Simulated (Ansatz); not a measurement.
lanthanum atom (La), doublet (core potentials on La); CASSCF(3,3)/def2-SVP run with Ansatz (a first-principles code).

The Ansatz input:
Ansatz 0.2 input:
```yaml
crystal:
  periodic: [false, false, false]
  atoms:
    - {symbol: La, position_ang: [0.00000000, 0.00000000, 0.00000000]}
basis:
  gaussian:
    orbitals: def2-SVP
hamiltonian:
  xc: hf
correlation: {active_space: {window: {electrons: 3, orbitals: 3}}}
magnetization: {spin_polarized: false, initial_magnetization: 1}
```

What the program printed (banner, timings and long lists left out):

```
Functional definition: HF
191 factors; integrals over basis functions are off by at most 1.0e-4 eV
mean field evaluation 1: about -845.1324 eV, gradient 3.6e0 eV
mean field evaluation 2: about -845.1324 eV, gradient 3.6e0 eV
mean field evaluation 4: about -845.5347 eV, gradient 6.4e-1 eV
mean field evaluation 8: about -845.5420 eV, gradient 2.6e-1 eV
mean field evaluation 16: about -845.5438 eV, gradient 4.2e-6 eV
mean field evaluation 32: about -845.5174 eV, gradient 2.8e-3 eV
mean field evaluation 64: about -845.5390 eV, gradient 1.8e-1 eV
mean field evaluation 96: about -845.5438 eV, gradient 5.1e-2 eV
mean field evaluation 128: about -845.5174 eV, gradient 7.6e-5 eV
mean field -845.54380556 eV, -31.0731617243 hartree, gradient 4.2e-6 eV, S^2 0.750000; 9 other end points of the search recorded, 0 dependent functions left out
reference -845.54380556 eV, -31.0731617243 hartree; 6, 5 occupied and 26, 27 virtual orbitals, 191 factors
state -845.76269756 eV, -31.0812058567 hartree
1 active orbitals were swapped for others, from the solution at -845.74218774 eV, -31.0804521348 hartree to that at -845.76269756 eV, -31.0812058567 hartree; typed "places" are swapped only where nearly empty or full, and so, without "given_window_search", are "orbital_numbers", "shells" and a window whose orbitals a file names under [Active]
Total energy: -845.76269756 eV, -31.0812058567 hartree
```
